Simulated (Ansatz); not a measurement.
**Molecular dynamics of H$_{3}$C$_{2}$N**

Input:

```yaml
accuracy: low
crystal:
  lattice:
    - [8.311659, 0.0, 0.0]
    - [0.0, 8.311659, 0.0]
    - [0.0, 0.0, 8.311659]
  atoms:
    - { symbol: C, position: [1.0261629, 0.51415457, 0.4332559] }
    - { symbol: C, position: [0.95497458, 0.58047713, 0.28802445] }
    - { symbol: "N", position: [0.89940284, 0.63142679, 0.16996337] }
    - { symbol: H, position: [1.10514826, 0.41284021, 0.40013186] }
    - { symbol: H, position: [1.09777573, 0.60762399, 0.4931173] }
    - { symbol: H, position: [0.93126782, 0.4714377, 0.51502069] }
    - { symbol: C, position: [0.39675601, 0.95365184, 0.62027244] }
    - { symbol: C, position: [0.22714142, 0.94875909, 0.58117182] }
    - { symbol: "N", position: [0.090649, 0.9433438, 0.55183645] }
    - { symbol: H, position: [0.46350055, 0.88565637, 0.52864555] }
    - { symbol: H, position: [0.43825318, 1.07899568, 0.62478043] }
    - { symbol: H, position: [0.41654612, 0.90022475, 0.73948504] }
    - { symbol: C, position: [0.16326027, 0.44008003, 0.86752486] }
    - { symbol: C, position: [0.29451234, 0.39793881, 0.76011198] }
    - { symbol: "N", position: [0.40164369, 0.3653494, 0.67622289] }
    - { symbol: H, position: [0.171228, 0.56789507, 0.90128742] }
    - { symbol: H, position: [0.04646495, 0.41901656, 0.80868019] }
    - { symbol: H, position: [0.16925931, 0.36705716, 0.97814657] }
    - { symbol: C, position: [0.81953398, 0.82328846, 0.8032061] }
    - { symbol: C, position: [0.77092445, 0.97028035, 0.88382119] }
    - { symbol: "N", position: [0.73268202, 1.08907287, 0.94705398] }
    - { symbol: H, position: [0.86663576, 0.73803036, 0.89282669] }
    - { symbol: H, position: [0.71627217, 0.7686644, 0.74113127] }
    - { symbol: H, position: [0.91216157, 0.8516067, 0.71292158] }
    - { symbol: C, position: [0.52945813, 0.58833857, 0.03917348] }
    - { symbol: C, position: [0.44840418, 0.67064404, 0.16986944] }
    - { symbol: "N", position: [0.38638463, 0.73539197, 0.27715648] }
    - { symbol: H, position: [0.66024924, 0.59228084, 0.06001118] }
    - { symbol: H, position: [0.49064597, 0.46237715, 0.03303819] }
    - { symbol: H, position: [0.502677, 0.64582849, -0.07676775] }
    - { symbol: C, position: [0.6013424, 0.23326594, 0.30567343] }
    - { symbol: C, position: [0.43121958, 0.2499185, 0.27018228] }
    - { symbol: "N", position: [0.29634489, 0.26627994, 0.23686152] }
    - { symbol: H, position: [0.6559733, 0.35316363, 0.31626171] }
    - { symbol: H, position: [0.61925163, 0.16948414, 0.41976668] }
    - { symbol: H, position: [0.66092462, 0.16808568, 0.20706103] }
basis:
  ecutwfc: 420.0
kpoints:
  mp_grid: { grid: [1, 1, 1] }
hamiltonian:
  xc: pbe
scf:
  occupations: { method: fermi_dirac, width: 0.02 }
  lower_state_search: "off"
md:
  timestep: 0.5
  n_steps: 290
  ensemble: nvt_langevin
  temperature: 700.0
  initial_velocities: maxwell_boltzmann
  seed: 95507
  friction: 0.02
```

Run as:

```bash
$ ansatz run input.yaml --threads 1 --pin off --max-ram 3072MiB --backend cpu --events-out ev --progress --plain --runs-dir out
```

It starts from a partly relaxed structure (largest force component 0.24 eV/Å).

Output, in part (step lines):

```
md step     0: t =     0.00 fs  T =   680.6 K  F+E_penalty+E_count = -5600.56878920 eV  E_kin = 3.166870 eV  (10 SCF iters)
md step     1: t =     0.50 fs  T =   651.4 K  F+E_penalty+E_count = -5600.53055042 eV  E_kin = 3.031175 eV  (8 SCF iters)
md step     2: t =     1.00 fs  T =   624.8 K  F+E_penalty+E_count = -5600.41826199 eV  E_kin = 2.907192 eV  (9 SCF iters)
md step     3: t =     1.50 fs  T =   588.8 K  F+E_penalty+E_count = -5600.25706985 eV  E_kin = 2.739981 eV  (9 SCF iters)
md step     4: t =     2.00 fs  T =   559.2 K  F+E_penalty+E_count = -5600.08154907 eV  E_kin = 2.602344 eV  (9 SCF iters)
md step     5: t =     2.50 fs  T =   529.8 K  F+E_penalty+E_count = -5599.91606929 eV  E_kin = 2.465462 eV  (7 SCF iters)
md step     6: t =     3.00 fs  T =   485.9 K  F+E_penalty+E_count = -5599.78043163 eV  E_kin = 2.261140 eV  (6 SCF iters)
md step     7: t =     3.50 fs  T =   452.7 K  F+E_penalty+E_count = -5599.69137052 eV  E_kin = 2.106767 eV  (7 SCF iters)
[... lines left out ...]
```

The steps, from the saved trajectory:

```csv
time (fs),T (K),potential energy less start (eV)
0.0,681,0.000
4.5,444,0.933
9.0,506,1.101
13.5,510,1.156
18.0,504,1.424
22.5,470,1.613
27.0,421,1.883
31.5,624,1.514
36.0,639,1.730
40.5,616,2.143
45.0,619,2.027
49.5,721,1.788
54.0,720,2.059
58.5,564,2.607
63.0,594,2.315
67.5,522,2.439
72.0,484,2.899
76.5,616,2.286
81.0,623,2.081
85.5,643,1.789
90.0,683,1.905
94.5,621,1.893
99.0,581,2.432
103.5,459,2.855
108.0,657,2.481
112.5,704,2.400
117.0,648,2.634
121.5,666,2.495
126.0,686,3.006
130.5,792,2.471
135.0,752,2.554
139.5,696,2.756
144.0,743,2.281
```

All steps were run. A run of 0.14 ps of so small a system gives no equilibrium averages. Limits of this set-up: coarse k mesh, low accuracy level.

Mean squared displacements from the first frame to the last, about the centre of mass: C 0.37 Å², N 0.31 Å², H 1.42 Å².

Last frame:

```xyz
36
Lattice="8.3117 0.0000 0.0000 0.0000 8.3117 0.0000 0.0000 0.0000 8.3117" Properties=species:S:1:pos:R:3
C 8.376 5.019 3.893
C 7.821 4.913 2.575
N 7.271 4.717 1.572
H 8.763 4.076 4.144
H 9.135 5.755 3.983
H 7.676 5.177 4.700
C 3.365 7.497 5.086
C 1.928 7.719 4.932
N 0.800 7.948 4.704
H 3.710 8.231 4.400
H 3.593 7.699 6.191
H 3.495 6.407 4.811
C 0.999 3.017 6.926
C 2.256 2.813 6.169
N 3.336 2.943 5.742
H 0.895 4.142 6.891
H 0.220 2.482 6.422
H 1.138 2.611 7.954
C 6.967 6.710 6.837
C 6.312 7.800 7.621
N 5.831 8.723 8.180
H 6.158 6.145 6.455
H 7.585 7.090 6.024
H 7.616 6.089 7.334
C 4.387 5.369 0.022
C 3.347 5.955 0.823
N 2.633 6.168 1.736
H 5.261 5.894 0.296
H 4.455 4.375 0.311
H 4.123 5.622 -1.020
C 5.585 1.946 3.228
C 4.249 1.883 2.593
N 3.091 1.821 2.435
H 5.977 2.956 2.798
H 5.388 1.997 4.372
H 6.049 1.018 2.870
```

Time of the run: 13 min on 1 thread of Arm Neoverse V2, on a shared host, peak memory 0.54 GiB.
